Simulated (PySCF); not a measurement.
HZn, charge +1, multiplicity 1.

```xyz
2

Zn     0.0000     0.0000    -0.0496
H      0.0000     0.0000     1.4894
```
Charge +1, spin multiplicity 1.

Coordinates come from a PBE-D3(BJ)/def2-TZVPD optimisation. The multiplicity is an assumed one; other spin states were not compared.

These are PBE/pcSseg-2 run with PySCF values and carry that method's errors. Non-relativistic, no solvent.

Give the absolute GIAO shielding of each atom: isotropic value and principal components (ppm). (Estimate from the structure and the level; the computed values follow.)


```
atom  σ(iso)     σ11     σ22     σ33   span
----  ------  ------  ------  ------  -----
Zn1   2324.2  2228.1  2228.1  2516.3  288.2
H2      22.8    16.8    16.8    34.8   18.0
```
